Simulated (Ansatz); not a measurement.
The cluster Nb4N4. Total charge 0; singlet. Geometry r2SCAN-D4/def2-SVP; atoms count from 1.

Cartesian coordinates in Å:
```
Nb -0.995 -0.506 -1.259
Nb 0.774 1.392 -0.969
Nb -0.089 -1.605 1.348
Nb -1.158 0.917 0.733
N 1.747 0.484 0.362
N 1.161 -0.236 1.252
N -1.286 1.602 -1.052
N -0.153 -2.048 -0.413
```

In the def2 sets Nb takes a core potential; there is no spin–orbit coupling. The restricted singlet is unstable towards broken spin symmetry at other levels; at PBE0-D4/def2-TZVP this wasn't settled. Another isomer (triplet) lies 1.13 eV lower at PBE0-D4/def2-TZVP; other spin states weren't run for this one.

Q: Estimate the Mulliken populations from the PBE0/def2-TZVP orbitals of Ansatz.

A: 
```json
{"atom": "Nb1", "charge (e)": "0.60", "d electrons": "3.53"}
{"atom": "Nb2", "charge (e)": "0.62", "d electrons": "3.58"}
{"atom": "Nb3", "charge (e)": "0.61", "d electrons": "3.47"}
{"atom": "Nb4", "charge (e)": "0.40", "d electrons": "3.59"}
{"atom": "N5", "charge (e)": "-0.36", "d electrons": "–"}
{"atom": "N6", "charge (e)": "-0.34", "d electrons": "–"}
{"atom": "N7", "charge (e)": "-0.81", "d electrons": "–"}
{"atom": "N8", "charge (e)": "-0.72", "d electrons": "–"}
```
Mulliken values depend strongly on the basis.

Q: And the Mayer bond orders between heavy atoms (over 0.3)?

A: Nb1–Nb2 1.41 (2.61 Å); Nb1–Nb3 0.38 (2.97 Å); Nb1–Nb4 1.60 (2.45 Å); Nb1–N7 0.70 (2.14 Å); Nb1–N8 1.21 (1.95 Å); Nb2–Nb4 1.30 (2.62 Å); Nb2–N5 1.53 (1.88 Å); Nb2–N7 0.78 (2.07 Å); Nb3–Nb4 1.05 (2.81 Å); Nb3–N6 1.51 (1.86 Å); Nb3–N8 1.81 (1.82 Å); Nb4–N7 1.23 (1.92 Å); N5–N6 1.26 (1.29 Å).
